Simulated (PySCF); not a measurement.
An unknown gives this computed stick spectrum. Method: TDDFT wB97X-D/def2-SVPD, vertical, gas phase, core orbitals frozen in the response (PySCF 2.14.0, density-fitted response routines). Geometries: GFN2-xTB, one conformer each.

| state | E (eV) | f | main configurations (H = HOMO, L = LUMO) |
| --- | --- | --- | --- |
| S1 | 6.56 | 0.0002 | H-1→L (86%) |
| S2 | 6.87 | 0.011 | H-3→L (27%), H-2→L (24%), H→L (22%) |
| S3 | 6.88 | 0.011 | H-2→L (40%), H-3→L (16%), H→L (13%) |
| S4 | 7.15 | 0.0044 | H-5→L (34%), H-3→L (10%), H→L+1 (9%) |
| S5 | 7.21 | 0.012 | H-1→L+2 (33%), H-1→L+1 (26%), H-5→L (11%) |
| S6 | 7.26 | 0.0078 | H-1→L+1 (32%), H-1→L+2 (24%), H-7→L (11%) |
| S7 | 7.60 | 0.0005 | H→L (38%), H→L+1 (21%), H→L+2 (14%) |
| S8 | 7.63 | 0.014 | H→L+2 (46%), H→L+1 (32%) |

Triplets computed (Tamm–Dancoff): 5.95, 6.17, 6.20 eV.

Problem. Which structure fits?
A. `CO/C=C(\C)C(F)=C=O`
B. `F[C@]1(C(Cl)(Cl)Cl)[C@@H]2C[C@@H]21`
C. `N#CC1=C(CCl)[C@H](Cl)C1`

Solution. B. Its S1, at 6.56 eV, is the highest among the candidates; the nearest of the others has S1 at 5.52 eV. S1 is HOMO-1→LUMO (86%). Löwdin shares by element: HOMO carbon 66% or more, chlorine 9% or more (atoms not listed hold the other 25%); LUMO chlorine 74%, carbon 23% or more. At the same level the other candidates give, for their lowest levels:
- `N#CC1=C(CCl)[C@H](Cl)C1`: 5.52 eV (f 0.315); 5.91 eV (f 0.009); 6.02 eV (f 0.011); 6.14 eV (f 0.065); 6.29 eV (f 0.011); T1 3.42 eV; HOMO -10.03, LUMO -0.68 eV
- `CO/C=C(\C)C(F)=C=O`: 2.16 eV (f 0.000); 5.03 eV (f 0.000); 5.66 eV (f 0.572); 5.68 eV (f 0.140); 6.32 eV (f 0.020); T1 1.78 eV; HOMO -7.52, LUMO -0.19 eV

Conformer computed: `[F:1][C@:2]1([C:3]([Cl:4])([Cl:5])[Cl:6])[C@@H:7]2[CH2:8][C@H:9]12`: F1–C2–C3–Cl4 180°.
